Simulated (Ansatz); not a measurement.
Born–Oppenheimer molecular dynamics of CH5B2F2N (11 atoms, charge 0, multiplicity 1). It starts from a relaxed structure.

These are results of RKS PBE0-D4/STO-3G (Ansatz), not measurements.

```
ensemble             : NVT, Langevin thermostat
time step            : 0.5 fs
steps asked          : 250
set temperature      : 500 K
friction             : 0.001 /fs
temperature schedule : 62 steps to 500 K, then 188 steps to 10 K
seed                 : 528837
```

First frame:

```xyz
11
Properties=species:S:1:pos:R:3
C -1.569 -0.154 -0.920
N -0.413 0.312 -0.128
B 0.708 -0.462 0.248
F 0.740 -1.736 -0.136
B 1.933 0.277 1.159
F 1.819 1.538 1.524
H -2.516 -0.050 -0.359
H -1.415 -1.218 -1.153
H -1.667 0.404 -1.868
H -0.478 1.310 0.150
H 2.923 -0.278 1.503
```

**Question.** How far do the bonds stretch over the last three quarters of this one trajectory? (Pairs bonded in most of those frames.)

**Answer.** 
| bond | mean (Å) | spread (Å) | shortest | longest |
| --- | --- | --- | --- | --- |
| C1–N2 | 1.483 | 0.013 | 1.46 | 1.51 |
| C1–H7 | 1.107 | 0.024 | 1.05 | 1.16 |
| C1–H8 | 1.109 | 0.029 | 1.06 | 1.16 |
| C1–H9 | 1.110 | 0.042 | 1.04 | 1.18 |
| N2–B3 | 1.418 | 0.014 | 1.39 | 1.45 |
| N2–H10 | 1.038 | 0.013 | 1.02 | 1.06 |
| B3–F4 | 1.331 | 0.011 | 1.31 | 1.35 |
| B3–B5 | 1.701 | 0.020 | 1.67 | 1.73 |
| B5–F6 | 1.318 | 0.013 | 1.29 | 1.34 |
| B5–H11 | 1.189 | 0.031 | 1.14 | 1.24 |

Mean temperature of the second half: 231 K. The schedule's set-point averaged 173 K over the second half and the system 231 K, so it lags behind the ramp. A run of 0.12 ps of so small a system gives no equilibrium averages. Limits of this set-up: minimal basis.

The run took 6.3 min on 1 CPU thread of a shared host.
